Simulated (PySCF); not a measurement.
**PySCF run on InN⁺**

Input:

```python
from pyscf import gto, dft

mol = gto.M(
    atom='In 0 0 0; N 0 0 2.252',
    basis='sbkjc',
    ecp={'In': 'sbkjc', 'N': 'sbkjc'},
    charge=1,
    spin=3,
    verbose=4,
)
mf = dft.UKS(mol, xc='m06l')
mf.kernel()
mf.mulliken_pop()
mf.dip_moment()
print('orbital energies (hartree):', [e[max(0, n-3):n+3].round(4) for e, n in zip(mf.mo_energy, mol.nelec)])
```

```bash
$ OMP_NUM_THREADS=1 python input.py
```

Output (some set-up lines and the per-cycle HOMO/LUMO lines with their warnings removed):

```
PySCF version 2.14.0

[INPUT] Symbol           X                Y                Z      unit          X                Y                Z       unit  Magmom
[INPUT]  1 In     0.000000000000   0.000000000000   0.000000000000 AA    0.000000000000   0.000000000000   0.000000000000 Bohr   0.0
[INPUT]  2 N      0.000000000000   0.000000000000   2.252000000000 AA    0.000000000000   0.000000000000   4.255663232521 Bohr   0.0

nuclear repulsion = 24.6730049496448
number of shells = 15
number of NR pGTOs = 73
number of NR cGTOs = 39
basis = sbkjc
ecp = {'In': 'sbkjc', 'N': 'sbkjc'}

******** <class 'pyscf.dft.uks.UKS'> ********
method = UKS
initial guess = minao
damping factor = 0
level_shift factor = 0
DIIS = <class 'pyscf.scf.diis.CDIIS'>
SCF conv_tol = 1e-09
SCF max_cycles = 50
number electrons alpha = 14  beta = 11
XC functionals = m06l

grids dens level: 3
tot grids = 35776
init E= -167.717694653855

cycle= 1 E= -170.761799723619  delta_E= -3.04  |g|= 7.17  |ddm|=  6.7

cycle= 2 E= -175.618109858272  delta_E= -4.86  |g|= 6.82  |ddm|= 10.3

cycle= 3 E= -197.496199705243  delta_E= -21.9  |g|= 1.57  |ddm|= 8.28

cycle= 4 E= -191.955576869364  delta_E= 5.54  |g|= 1.97  |ddm|= 3.95

cycle= 5 E= -198.402578205479  delta_E= -6.45  |g|= 0.536  |ddm|= 3.95

cycle= 6 E= -198.573982784606  delta_E= -0.171  |g|= 0.442  |ddm|= 1.53

cycle= 7 E= -198.725348721991  delta_E= -0.151  |g|= 0.191  |ddm|= 0.376
cycle= 8 E= -198.756099919211  delta_E= -0.0308  |g|= 0.134  |ddm|= 0.38
cycle= 9 E= -198.769704201627  delta_E= -0.0136  |g|= 0.0569  |ddm|= 0.133
cycle= 10 E= -198.772664455955  delta_E= -0.00296  |g|= 0.00686  |ddm|= 0.119
cycle= 11 E= -198.772684606959  delta_E= -2.02e-05  |g|= 0.00128  |ddm|= 0.00843
cycle= 12 E= -198.772686406574  delta_E= -1.8e-06  |g|= 0.00068  |ddm|= 0.00392
cycle= 13 E= -198.77268690876  delta_E= -5.02e-07  |g|= 0.000115  |ddm|= 0.00196
cycle= 14 E= -198.772686937814  delta_E= -2.91e-08  |g|= 2.82e-05  |ddm|= 0.00049
cycle= 15 E= -198.772686939151  delta_E= -1.34e-09  |g|= 6.24e-06  |ddm|= 0.000121
cycle= 16 E= -198.772686939177  delta_E= -2.65e-11  |g|= 1.03e-06  |ddm|= 1.3e-05
Extra cycle  E= -198.772686939176  delta_E= 6.54e-13  |g|= 1.44e-06  |ddm|= 3.78e-06
converged SCF energy = -198.772686939176  <S^2> = 3.7585333  2S+1 = 4.0042644
 ** Mulliken pop       alpha | beta **
pop of  0 In 4s        0.42557 | 0.42351
pop of  0 In 5s        0.42893 | 0.35886
pop of  0 In 6s        0.57340 | 0.52136
pop of  0 In 7s        0.56040 | 0.56335
pop of  0 In 4px       0.56362 | 0.56313
pop of  0 In 4py       0.56362 | 0.56313
pop of  0 In 4pz       0.56782 | 0.56449
pop of  0 In 5px       0.00253 | -0.00198
pop of  0 In 5py       0.00253 | -0.00198
pop of  0 In 5pz       0.00634 | 0.00146
pop of  0 In 6px       0.02224 | 0.01080
pop of  0 In 6py       0.02224 | 0.01080
[27 lines left out]
In total            14.00000 | 11.00000
 ** Mulliken atomic charges   ( Nelec_alpha | Nelec_beta ) **
charge of  0In =      0.95399  (    10.14674      9.89927 )
charge of  1N =      0.04601  (     3.85326      1.10073 )

WARN: System has nonzero charge 1; the dipole moment is origin-dependent.
Location of origin: [0. 0. 0.]

Dipole moment(X, Y, Z, Debye): -0.00000,  0.00000,  1.06041
orbital energies (hartree): [array([-0.5492, -0.5492, -0.4832, -0.2857, -0.2857, -0.2113]), array([-0.9635, -0.8248, -0.5328, -0.4114, -0.4114, -0.3875])]
```

In short: E(SCF) = -198.772687 Eh, ⟨S²⟩ = 3.759.

Hardware: Arm Neoverse V2, 1 thread, shared host. Wall time 4.4 s, peak memory 0.18 GiB.

The bond length is a typed value, not an optimised one. The dipole of an ion depends on the origin. No search for the lowest solution was made.
